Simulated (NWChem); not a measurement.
SnHI3; SMILES [I][SnH]([I])[I]

Program: NWChem. Medium grid unless said otherwise, to which SCAN and Minnesota functionals are sensitive. The geometry was optimised at PBE-D3(BJ)/def2-SVP. No frequency run checked for a minimum. def2 effective core potentials on Sn, I; no spin-orbit coupling. Total energies of different functionals are on different scales.

| level | energy (Ha) | highest occupied level (eV) | orbital gap (eV) | dipole (D) |
|---|---|---|---|---|
| B3LYP/def2-SVP | -1108.4800 | -7.43 | 4.00 | 1.13 |
| PBE/def2-SVP | -1108.0852 | -6.57 | 2.66 | 1.07 |
| MN15-L/def2-SVP | -1104.4365 | -6.87 | 3.24 | 0.98 |
| M06-2X/def2-SVP | -1107.8339 | -8.91 | 6.51 | 1.39 |
| PW6B95/def2-SVP | -1108.8144 | -7.75 | 4.56 | 1.15 |
| RPBE/def2-SVP | -1108.3569 | -6.52 | 2.70 | 1.05 |
| TPSS/def2-SVP | -1107.7100 | -6.72 | 2.82 | 1.07 |
| LDA (Slater exchange, VWN5)/def2-SVP | -1106.5659 | -6.71 | 2.55 | 1.16 |
